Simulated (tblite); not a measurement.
Isomers of C6H8OSi. Level: GFN2-xTB in tblite, geometry and Hessian alike; calculated harmonic values, unscaled, isolated species. Errors from tens to a few hundred cm⁻¹ against measured bands are possible. Modes of hydrogen on silicon can be 10 to 20 % off. One conformer each.

Electronic energies: GFN2-xTB at the same geometries; isomer energies are rough at this level and their order can be wrong.

```csv
SMILES,"electronic energy, lowest = 0 (kcal/mol)"
C#C[C@@H]1C[C@]1([SiH3])C=O,19.4
c1coc([SiH]2CC2)c1,0.0
C=C1CC(=C=O)[Si@@H]1C,7.2
```

Question: How do GFN2-xTB zero-point energies change the relative energies?

Answer: 
```
                     SMILES  ZPE (kcal/mol)  of it from modes above 1550 cm⁻¹  electronic (kcal/mol)  with ZPE, lowest = 0 (kcal/mol)  lowest mode (cm⁻¹)  rings
         c1coc([SiH]2CC2)c1            75.4                              36.8                    0.0                              0.0                  31      2
      C=C1CC(=C=O)[Si@@H]1C            73.7                              39.1                    7.2                              5.4                  54      1
C#C[C@@H]1C[C@]1([SiH3])C=O            69.9                              37.5                   19.4                             13.9                  81      1
```

The zero-point energies span 5.5 kcal/mol, from `C#C[C@@H]1C[C@]1([SiH3])C=O` to `c1coc([SiH]2CC2)c1`. The order is unchanged.
